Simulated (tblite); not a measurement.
Compound: C₇H₁₃O₂P.
Geometry (GFN2-xTB, Å), atoms numbered from 1 in this order:
```xyz
23
C7H13O2P angstrom
C     -1.530    2.548    0.809
C     -1.356    1.261    1.048
P     -0.178    0.332    0.026
O      0.536    1.149   -0.962
C     -1.141   -1.062   -0.686
C     -2.065   -0.505   -1.759
C      0.954   -0.443    1.282
C      1.922   -1.249    0.460
C      3.143   -0.499    0.024
O      1.676   -2.384    0.132
H     -2.215    3.166    1.366
H     -0.967    3.021    0.019
H     -1.893    0.729    1.820
H     -1.700   -1.569    0.100
H     -0.426   -1.768   -1.114
H     -2.792    0.178   -1.322
H     -1.481    0.047   -2.493
H     -2.599   -1.306   -2.267
H      1.440    0.366    1.828
H      0.377   -1.079    1.951
H      2.810    0.372   -0.540
H      3.774   -1.127   -0.599
H      3.705   -0.150    0.887
```

Computed values, GFN2-xTB/tblite, gas phase, harmonic and unscaled. The method is semi-empirical: single wavenumbers can be off by several per cent or more. One conformer, not necessarily the lowest.

Harmonic wavenumbers (cm⁻¹): 43.2, 60.0, 65.9, 87.6, 120.1, 147.7, 168.3, 173.6, 182.8, 212.5, 251.1, 288.6, 371.4, 391.3, 426.9, 504.9, 548.9, 564.6, 656.7, 713.8, 731.6, 771.7, 825.2, 869.6, 909.0, 961.3, 965.7, 976.6, 990.8, 1006.1, 1014.6, 1071.7, 1081.4, 1129.7, 1193.0, 1211.6, 1227.1, 1250.0, 1267.1, 1362.1, 1378.1, 1399.1, 1405.7, 1431.1, 1440.9, 1452.8, 1487.9, 1495.2, 1664.2, 1753.7, 2962.9, 2975.9, 2980.7, 2999.4, 3009.0, 3011.3, 3027.8, 3029.2, 3034.6, 3057.8, 3060.5, 3084.2, 3114.9.

A = 1664, B = 837.5, C = 696.0 MHz; mass 160.065 u (most abundant isotopes); point group C1, symmetry number 1.

Task: Zero-point energy?

Result: ½Σν̃ = 40526 cm⁻¹ = 115.87 kcal/mol.

Task: Entropy at 350 K, 1 bar (ideal gas, RRHO, classical rotation)?

Result: Translation 41.94, rotation 30.66, vibration 50.10: S = 122.7 cal/(mol K).

Task: And Cp and H(350 K) − H(0)?

Result: Cp = 54.50 cal/(mol K), of which vibrations give 46.55 (their classical limit is 63 R = 125.2); H(350 K) − H(0) = 11.58 kcal/mol without the zero-point energy, 8.80 from vibrations.

Task: Blend soft modes into free rotors: weight 1/[1 + (100 cm⁻¹/ν̃)⁴] for the oscillator and the rest for a rotor with moment μB/(μ + B), μ = h/(8π²ν), B = 10⁻⁴⁴ kg m². What vibrational entropy results?

Result: 45.63 cal/(mol K) in place of 50.10, which changes −T·S at 350 K by +1.57 kcal/mol.

Task: How do the functions run with temperature in this model?

Result: 
| T (K) | S (cal/(mol K)) | Cp (cal/(mol K)) | H − H(0) (kcal/mol) | G − H(0) (kcal/mol) | ln q(vib) |
| --- | --- | --- | --- | --- | --- |
| 50 | 62.3 | 16.6 | 0.57 | -2.54 | 0.85 |
| 100 | 76.5 | 25.0 | 1.62 | -6.03 | 2.82 |
| 298.15 | 114.5 | 48.4 | 8.91 | -25.22 | 10.66 |
| 373.15 | 126.3 | 57.1 | 12.87 | -34.25 | 13.39 |
| 500 | 144.9 | 70.0 | 20.96 | -51.46 | 17.83 |
| 750 | 176.9 | 88.1 | 40.89 | -91.80 | 26.01 |
| 1000 | 204.0 | 100.0 | 64.49 | -139.51 | 33.47 |

q(vib) and H(0) count from the zero-point level.

Hindered rotation and anharmonicity are outside this model. Other conformers, if any are populated, would add a mixing term that is left out. The structure is chiral; the term R ln 2 for an equal mix with its mirror image is left out.
